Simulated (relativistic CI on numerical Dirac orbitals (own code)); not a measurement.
# d1 to d9 in one octahedral field

Computed with a parametric ligand-field model without spin-orbit coupling, by exact diagonalisation: B = 350, C = 1580, 10Dq = 25400 cm⁻¹ (Oh; |10Dq|/B = 72.6) for every shell. Energies in cm⁻¹; the field energy is (0.6 n_e − 0.4 n_t2) × 10Dq of the ground term; g labels are left out. So small a B with so large a field is typical of 4d and 5d ions, where spin-orbit coupling, left out here, reaches 1,000 to 4,000 cm⁻¹.

```
Shell  Ground term  Electrons in e  Field energy  First spin-allowed bands  Lowest term of other spin
   d1          2T2           0.000        -10160                  2E 25400                           
   d2          3T1           0.005        -20185      3T2 24504, 3T1 28857                   1T2 5355
   d3          4A2           0.000        -30480      4T2 25400, 4T1 29404                    2E 7586
   d4          3T1           0.009        -40405       3E 23805, 3T1 24204                   1T2 4769
   d5          2T2           0.018        -50341      2A2 23255, 2T1 23378                  4T1 17795
   d6          1A1           0.015        -60590      1T1 24159, 1T2 29323                  3T1 20869
   d7           2E           1.009        -45487      2T1 24078, 2T2 24500                  4T1 17806
   d8          3A2           2.000        -30480      3T2 25400, 3T1 29404                    1E 5931
   d9           2E           3.000        -15240                 2T2 25400
```

Low spin: d4, d5, d6, d7; the other shells keep the spin of the free ion. Only d4 to d7 can choose; the field needed to pair spins is smallest for d6 and largest for d5, which loses most exchange energy. In the strong-field picture 10Dq must exceed about 6B + 5C = 10000 (d4), 7.5B + 5C = 10525 (d5), 2.5B + 4C = 7195 (d6) and 4B + 4C = 7720 (d7); mixing of terms shifts these bounds somewhat.
